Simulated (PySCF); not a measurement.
Geometry:
```csv
atom,x (Å),y (Å),z (Å)
B1,-1.414,0.077,-0.162
H2,-1.878,0.784,-1.034
H3,-2.228,-0.519,0.513
P4,-0.034,1.032,0.889
B5,1.436,-0.071,0.149
H6,1.974,-0.756,0.996
H7,2.189,0.555,-0.567
P8,0.048,-1.063,-0.860
H9,-0.178,0.992,2.297
H10,0.054,2.429,0.676
H11,-0.044,-2.447,-0.577
H12,0.191,-1.095,-2.268
```

PySCF 2.14 calculation with geometry from PBE0-D3(BJ)/def2-SVP and GIAO KT2/pcSseg-1 shieldings; fast rotation and ring inversion assumed for equivalent nuclei, gas phase, one computed conformer, non-relativistic Hamiltonian.

Shifts are taken against calculated references (same method and geometry level): 1H (σ = 31.18 ppm) against TMS; 11B (σ = 99.90 ppm) against BF3·OEt2; H3PO4 for 31P (σ = 325.43 ppm).

| atoms | nucleus | count | δ (ppm) |
| --- | --- | --- | --- |
| B1/B5 | 11B | 2 | ? |
| H2/H3/H6/H7 | 1H | 4 | 3.14 |
| P4/P8 | 31P | 2 | ? |
| H9/H10/H11/H12 | 1H | 4 | 4.21 |

Complete the table.

## Answers


- B1/B5: -35.2 ppm, boron bonded to 2 P, 2 H
- P4/P8: -135.0 ppm, phosphorus bonded to 2 B, 2 H

Hydrogens on boron are broadened and split by 11B (spin 3/2, 80 %) and 10B (spin 3). Experimental scales use liquid or dissolved standards, which lie at an offset from isolated H3PO4.
